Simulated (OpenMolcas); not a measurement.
## neutral neodymium: the spin-orbit constant, worked from levels

* Program: OpenMolcas
* Basis: ANO-RCC-VTZP [8s7p5d3f2g1h]
* Scalar Hamiltonian: DKH2, point nucleus
* Active space: 4 electrons in 12 orbitals (RAS2 4f; RAS3 5d, at most 1 electron)
* State averaging: 2S+1 = 5 even, 35 roots (21 in the spin-orbit step); 2S+1 = 3 even, 99 roots kept (CI in the orbitals of an earlier block, 15 in the spin-orbit step); 2S+1 = 1 even, 22 roots kept (CI in the orbitals of an earlier block, 0 in the spin-orbit step); 2S+1 = 5 odd, 175 roots (105 in the spin-orbit step); 2S+1 = 3 odd, 101 roots kept (CI in the orbitals of an earlier block); 2S+1 = 1 odd, 107 roots kept (CI in the orbitals of an earlier block, 55 in the spin-orbit step)
* Spin-orbit coupling: RASSI with atomic mean-field integrals over the reference wave functions, term energies averaged over their components

Methods: RASSCF; SS-RASPT2, IPEA 0.25 Eh, imaginary shift 0.1 Eh (closed shells correlated: 5s 5p 6s). Measured levels: NIST Handbook of Basic Atomic Spectroscopic Data.

**The spin-orbit constant.** For the Hund term 5I of f4, E(J) = (A/2) J(J+1) + constant and ζ = 2S·A = 4A. From J = 4 to J = 8 the energy changes by 26 A.

| Source | E(8) - E(4) | A | ζ |
| --- | --- | --- | --- |
| RASSCF | 5153.8 | 198.2 | 793 |
| SS-RASPT2 | 5131.1 | 197.4 | 789 |
| measured | 5048.6 | 194.2 | 777 |

All in cm-1. SS-RASPT2 is off by +1.6 % and RASSCF by +2.1 %. Both methods take the spin-orbit matrix elements from the reference wave functions, so the second can move ζ only through the term energies and any multistate remixing. Second-order mixing with other terms is absorbed into this ζ.

Term energies are means over components that CASPT2 splits; among the terms shown or strongly mixed into the levels shown the widest spread is 220 cm-1 (4f4 6s2 5I, SS-RASPT2). High states are left out of the spin-orbit mixing, which shifts the levels that they would mix with. Without dynamic correlation excited terms often stand tens of per cent too high (terms of higher spin than the ground term too low), and those without a measured partner can miss by more than the paired ones (holds for RASSCF). The lowest computed level is not the ground level that NIST lists (5I4) (holds for RASSCF). Each CASPT2 term energy is a mean over a sample of three components (holds for SS-RASPT2). Measured partners are found by configuration, term and J. A level has none where our copy of the source lacks it or the pairing is in doubt (some pairs that miss far off the trend of their configuration count as doubtful), and it then counts in no deviation. Levels of configurations outside the active space are missing.
